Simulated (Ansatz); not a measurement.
Input file for F₂H₄In₂O₂ (`[F][In@H-]1[OH+][In@@H-]([F])[OH+]1`):

```yaml
crystal:
  periodic: [false, false, false]
  atoms:
    - {symbol: F, position_ang: [-0.061567, -1.388274, -2.310500]}
    - {symbol: In, position_ang: [1.096435, -0.959824, -0.798570]}
    - {symbol: O, position_ang: [-0.300240, -1.093812, 0.820482]}
    - {symbol: In, position_ang: [-0.649699, 0.991770, 1.164232]}
    - {symbol: F, position_ang: [-2.388532, 1.212975, 0.305161]}
    - {symbol: O, position_ang: [0.650273, 1.118876, -0.534006]}
    - {symbol: H, position_ang: [2.680003, -1.468483, -0.518290]}
    - {symbol: H, position_ang: [-1.107217, -1.545556, 0.551690]}
    - {symbol: H, position_ang: [-0.112090, 1.652004, 2.620269]}
    - {symbol: H, position_ang: [0.192625, 1.480323, -1.300457]}
basis:
  gaussian: {orbitals: def2-SVP}
correlation: {method: ccsd_t}
```

```sh
$ ansatz run in.yaml --threads 4 --pin off --events-out ev --progress --plain --max-ram 11315MiB
```

Output of Ansatz, abridged:

```
Functional definition: HF
1394 factors; integrals over basis functions are off by at most 5.0e-4 eV
mean field evaluation 1: about -19834.9793 eV, gradient 6.1e1 eV
mean field evaluation 2: about -19835.1519 eV, gradient 6.2e1 eV
mean field evaluation 4: about -19842.5056 eV, gradient 2.8e0 eV
mean field evaluation 8: about -19842.5739 eV, gradient 1.4e-1 eV
mean field -19842.57396317 eV, -729.2011433667 hartree, gradient 2.6e-6 eV, S^2 0.000000; 0 other end points of the search recorded, 0 dependent functions left out
12 core orbitals not correlated: weight in the atoms' cores, before any rotation towards them, 1.000 or more for the frozen orbitals, at most 0.000 for the correlated occupied ones
reference -19842.57396317 eV, -729.2011433667 hartree; 28, 28 occupied and 88, 88 virtual orbitals, 1394 factors
second order -25.71184442 eV of doubles, -0.00000000 eV of singles
cycle   1  -25.58084899 eV  change    1.3e-1 eV  update   1.4e-1
cycle   2  -26.22271645 eV  change   -6.4e-1 eV  update   4.2e-2
cycle   3  -26.42410109 eV  change   -2.0e-1 eV  update   2.4e-2
cycle   4  -26.42128707 eV  change    2.8e-3 eV  update   5.5e-3
cycle   5  -26.41387718 eV  change    7.4e-3 eV  update   2.4e-3
cycle   6  -26.41414833 eV  change   -2.7e-4 eV  update   7.0e-4
cycle   7  -26.41415205 eV  change   -3.7e-6 eV  update   2.4e-4
cycle   8  -26.41399726 eV  change    1.5e-4 eV  update   8.1e-5
cycle   9  -26.41396796 eV  change    2.9e-5 eV  update   2.5e-5
perturbative correction -0.53982933 eV, -0.0198383620 hartree
Total energy: -19869.52776046 eV, -730.1916771471 hartree
```

It took 32 s on 4 threads of an Arm Neoverse V2 on a shared host, with 1 GiB of host memory at the peak.

The correlation energy is -26.954 eV, 2.0 % of it from (T); the T1 diagnostic reads 0.0131.
